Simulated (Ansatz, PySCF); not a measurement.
Gas-phase reaction R1 → P1 + P2, each structure at its B3LYP-D3(BJ)/def2-TZVP stationary point, reached from a drawn start (curvature not checked).
R1, BH3O3 (SMILES OB(O)O) (charge 0, multiplicity 1):
| atom | x (Å) | y (Å) | z (Å) |
|---|---|---|---|
| O | -1.2351 | -0.9544 | -0.0617 |
| B | -0.0961 | -0.2063 | -0.0189 |
| O | -0.2155 | 1.1605 | 0.1301 |
| O | 1.0871 | -0.8886 | -0.1295 |
| H | -2.0276 | -0.4162 | 0.0211 |
| H | 0.6045 | 1.6587 | 0.1574 |
| H | 1.8828 | -0.3538 | -0.0985 |
P1: BHO2 (SMILES O=BO), charge 0, multiplicity 1.
P2: H2O (SMILES O), charge 0, multiplicity 1.

P less R. No zero-point or thermal terms. One arrangement of each flexible species, with no search for the lowest.

Correlated levels freeze the cores.

Run with Ansatz (Gaussian orbitals); PySCF for the D3/D4 terms. Each number belongs to the level named beside it.

Total energies in hartree:

| structure | PBE/def2-TZVPP | B3LYP-D3(BJ)/def2-TZVPP | CCSD(T)/cc-pVQZ |
|---|---|---|---|
| R1 | -252.323151 | -252.616071 | -252.231387 |
| P1 | -175.867452 | -176.071775 | -175.791376 |
| P2 | -76.380147 | -76.467236 | -76.359711 |

Problem. Work out the reaction energy at each level in eV (1 hartree = 27.21139 eV), and say how far PBE/def2-TZVPP lies from CCSD(T)/cc-pVQZ.

Solution. 
- PBE/def2-TZVPP: (-175.867452) + (-76.380147) − (-252.323151) = 0.075552 hartree = 2.056 eV
- B3LYP-D3(BJ)/def2-TZVPP: (-176.071775) + (-76.467236) − (-252.616071) = 0.077060 hartree = 2.097 eV
- CCSD(T)/cc-pVQZ: (-175.791376) + (-76.359711) − (-252.231387) = 0.080300 hartree = 2.185 eV
PBE/def2-TZVPP less CCSD(T)/cc-pVQZ: -0.129 eV. CCSD(T)/cc-pVQZ is the level counted from, the highest shown, and no exact or measured value.

Ansatz is a quantum-chemistry and plane-wave program.
